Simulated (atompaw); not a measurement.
Reading a pseudo-wave (Au (Z = 79))

Columns: radius, all-electron u(r) and pseudo u(r) of the 6p shell (level -0.77 eV) of gold in the configuration [Xe] 4f14 5d10 6s1 6p0; PBE, scalar-relativistic, PAW (atompaw) scheme, atompaw 4.2.0.5.

| r (bohr) | all-electron | pseudo |
| --- | --- | --- |
| 0.115 | -0.0622 | 0.0017 |
| 0.231 | 0.0287 | 0.0067 |
| 0.346 | 0.0999 | 0.0148 |
| 0.462 | 0.0362 | 0.0261 |
| 0.577 | -0.0618 | 0.0400 |
| 0.692 | -0.1333 | 0.0565 |
| 0.808 | -0.1635 | 0.0752 |
| 0.923 | -0.1573 | 0.0957 |
| 1.038 | -0.1260 | 0.1175 |
| 1.154 | -0.0794 | 0.1407 |
| 1.269 | -0.0260 | 0.1643 |
| 1.385 | 0.0298 | 0.1885 |
| 1.500 | 0.0836 | 0.2124 |
| 1.615 | 0.1343 | 0.2361 |
| 1.731 | 0.1812 | 0.2594 |
| 1.846 | 0.2232 | 0.2818 |
| 1.962 | 0.2610 | 0.3034 |
| 2.077 | 0.2940 | 0.3237 |
| 2.192 | 0.3230 | 0.3429 |
| 2.308 | 0.3484 | 0.3608 |
| 2.423 | 0.3701 | 0.3773 |
| 2.538 | 0.3886 | 0.3923 |
| 2.654 | 0.4044 | 0.4060 |
| 2.769 | 0.4175 | 0.4180 |
| 2.885 | 0.4284 | 0.4285 |
| 3.000 | 0.4372 | 0.4372 |

**Question.** How many radial nodes do the two functions have?

**Answer.** The all-electron 6p function has n − l − 1 = 4 (the table is too coarse to show those close to the nucleus); the pseudo-wave has 0, since the states of the same l below it are removed with the core.

**Question.** Is the pseudo-wave norm-conserving?

**Answer.** No, it belongs to a PAW set: the norm inside the radius is not constrained, and the difference is carried by the augmentation charge.
